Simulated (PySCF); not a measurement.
# [BiH4]− at several levels of theory

Computed with PySCF 2.14.0 (density fitting, no spin-orbit coupling) at the geometry relaxed with PBE0:

```xyz
5
[BiH4]− (singlet)
Bi   -0.0296   -0.5327   -0.0033
H     0.9721    0.6025    0.9788
H    -1.5038   -0.1835    1.4935
H     1.4787   -0.2430   -1.4791
H    -0.9042    0.7626   -0.9057
```

```tsv
level	basis	state	HOMO (eV)	gap (eV)	charge on Bi1 (e)	dipole about the centre of mass (D)	largest force component (eV/Å)
PBE0	Bi def2-SVP with ECP60, H def2-SVP	singlet	0.56	4.54	0.19	2.48	0.00
B3LYP	the same	singlet	0.75	4.15	0.27	2.57	0.18
PBE0	Bi def2-TZVP with ECP60, H def2-TZVP	singlet	0.20	4.40	0.12	2.62	0.22
```

Charges are Mulliken's, which hang on the basis. The relaxation used the grid (50, 194), these runs (75, 302) or, all-electron (x2c bases, spin-free X2C Hamiltonian), (99, 590).

Problem. What does BP86 with Bi def2-SVP with ECP60, H def2-SVP give here?

Solution. state singlet, HOMO (eV) 1.43, gap (eV) 2.85, charge on Bi1 (e) 0.16, dipole about the centre of mass (D) 2.43, largest force component (eV/Å) 0.41. Time: 0.9 s on 2 threads of Arm Neoverse V2, with other jobs on the host, from an already converged density.

In the first row's basis the gap widens with exact exchange: 2.9 eV for BP86 (none); 4.2 to 4.5 eV for B3LYP, PBE0 (a fixed share).

The highest filled level of some runs lies above zero, as often for anions with such functionals and bases.
